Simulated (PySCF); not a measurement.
# One molecule, several mistakes: BCH6NO

All numbers below are calculated, not measured. They come from PySCF 2.14.0, an open-source quantum chemistry program, on an isolated molecule that a program drew, which may never have been made. The molecule is BCH6NO (charge 0, singlet), drawn as the SMILES string `CB(N)O`.

Each row is a Hartree-Fock (HF) and frozen-core CCSD(T) single point in the cc-pVDZ basis, meant for a local HF minimum. Run 1 is clean. Each other run has one planted mistake out of seven kinds, and not every kind appears here: one electron removed, one electron added, multiplicity raised by two, geometry at a saddle point, minimal basis STO-3G, one bond length entered in bohr, all coordinates scaled. The reference is restricted for singlets and unrestricted otherwise, and also for a bond in bohr. Adding or removing an electron swaps singlet and doublet. Electrons count all cores. HOMO and LUMO are orbital energies over both spins, the gradient is its largest component, and the lowest frequency (negative if imaginary) is given only where the gradient is small. Bond lengths are over the 9 bonds as drawn. T1 is the CCSD diagnostic: over 0.02 (restricted) or 0.045 (unrestricted) a single reference is doubtful.

Geometry of the clean run:
```xyz
10
BCH6NO, angstrom
C     1.6677    1.9145    0.4514
B     2.4766    2.0860    1.8103
N     3.2209    1.0354    2.3695
O     2.4782    3.2786    2.4950
H     1.7551    0.9153    0.0182
H     0.6013    2.1149    0.6071
H     2.0157    2.6322   -0.3004
H     3.2884    0.1312    1.9570
H     3.7294    1.1411    3.2224
H     1.9646    3.9516    2.0796
```

```
run  electrons  basis functions  <S^2>  HOMO (eV)  LUMO (eV)  gradient (hartree/bohr)  lowest frequency (cm^-1)  mean bond (Å)  longest bond (Å)      T1  HF (hartree)  CCSD(T) (hartree)                     mistake
  1         32               86  0.000     -10.95       4.81                  2.1e-05                        88         1.1769             1.591  0.0114    -195.48479         -196.12584                    no fault
  2         33               86  0.752       4.49       9.36                  2.6e-02                         -         1.1769             1.591  0.0276    -195.31323         -195.98258          one electron added
  3         32               86  2.009      -2.19      -0.24                  8.7e-02                         -         1.1769             1.591  0.0272    -195.23073         -195.84969  multiplicity raised by two
  4         32               26  0.000      -8.81      10.35                  4.9e-02                         -         1.1769             1.591  0.0140    -192.95336         -193.17720                           ?
```

**Which mistake was planted in run 4, and what did it cost?**

It has 26 basis functions where the clean run has 86, with the same electrons and geometry. So the mistake is: minimal basis STO-3G. Subtracting run 1 and multiplying by 627.51 kcal/mol a hartree, the energy moved by 1588.5 kcal/mol in HF and 1850.3 kcal/mol in CCSD(T).

Cautions from the logs. Run 2: the HOMO is above zero, so the electron isn't bound and the energy depends on the basis.
